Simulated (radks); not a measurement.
Fe V, configuration [Ne] 3s2 3p5.75 3d4.25 (fractional occupations, a model configuration). Method: Dirac Kohn-Sham, PBE, spin-unpolarised, spherical densities, point nucleus; open shells fill j = l - 1/2 first; computed with a radial shooting solver on a logarithmic mesh with Libxc functionals.

Unscreened Slater integrals over Kohn-Sham orbitals (eV). Large and small components are both included. Empty in this configuration: 4s1/2.

integral,value
"F0(3d5/2,3d5/2)",27.051
"F2(3d5/2,3d5/2)",12.873
"F4(3d5/2,3d5/2)",8.0826
"F0(3d5/2,3d3/2)",27.092
"F2(3d5/2,3d3/2)",12.891
"G2(3d5/2,3d3/2)",12.880
"G4(3d5/2,3d3/2)",8.0865
"F0(3d5/2,3p3/2)",28.137
"F2(3d5/2,3p3/2)",13.559
"G1(3d5/2,3p3/2)",16.686
"G3(3d5/2,3p3/2)",10.241
"F0(3d5/2,3p1/2)",28.270
"G3(3d5/2,3p1/2)",10.292
"F0(3d5/2,4s1/2)",14.619
"G2(3d5/2,4s1/2)",1.7268
"F0(3d3/2,3d3/2)",27.134
"F2(3d3/2,3d3/2)",12.908
"F0(3d3/2,3p3/2)",28.182
"F2(3d3/2,3p3/2)",13.576
"G1(3d3/2,3p3/2)",16.696
"G3(3d3/2,3p3/2)",10.249
"F0(3d3/2,3p1/2)",28.315
"G1(3d3/2,3p1/2)",16.811
"F0(3d3/2,4s1/2)",14.625
"G2(3d3/2,4s1/2)",1.7176
"F0(3p3/2,3p3/2)",29.530
"F2(3p3/2,3p3/2)",14.853
"F0(3p3/2,3p1/2)",29.674
"G2(3p3/2,3p1/2)",14.912
"F0(3p3/2,4s1/2)",14.822
"G1(3p3/2,4s1/2)",1.2148
"F0(3p1/2,3p1/2)",29.821
"F0(3p1/2,4s1/2)",14.841
"G1(3p1/2,4s1/2)",1.2066
"F0(4s1/2,4s1/2)",11.768
